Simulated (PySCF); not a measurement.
BH2(iPr), C3H9B.
Bonds: B1–C4, C4–C5, C4–C6. Hydrogens: H2, H3 on B1; H7 on C4; H8, H9, H10 on C5; H11, H12, H13 on C6.

Level of theory: delta-SCF UKS SCAN, pcX-2 on the ionised atom, pcseg-1 elsewhere, spin-free X2C in PySCF. Binding energies are ΔSCF values: E(core-ionised, relaxed orbitals) − E(ground state) at a fixed geometry, referred to the vacuum level.

One binding energy is withheld.

```csv
atom(s),bonded to,level,binding energy (eV)
B1,C and 2 H,B 1s,?
C4,"2 C, H and B",C 1s,290.39
C5/C6,C and 3 H,C 1s,290.57
```

**Question.** What is the B 1s binding energy of B1?

**Answer.** 195.92 eV (boron bonded to C and 2 H).

The 2 C 1s values lie within 0.18 eV of each other; Gaussian lines of 0.5 eV full width would blend them into one maximum.

**Question.** Which effective nuclear charge Zeff reproduces each element's mean 1s value in the hydrogen-like formula E = 13.606 eV × Zeff²?

**Answer.** B (Z = 5): mean 195.9 eV, Zeff = 3.79, Z − Zeff = 1.21; C (Z = 6): mean 290.5 eV, Zeff = 4.62, Z − Zeff = 1.38. Means run over the listed sites, weighted by atom count.

The first atom of each set that the bonding makes equivalent was ionised and stands for the set. The structure is a single PBE0-D3(BJ)/def2-SVP conformer in the gas phase; no vibrational or solvent corrections.
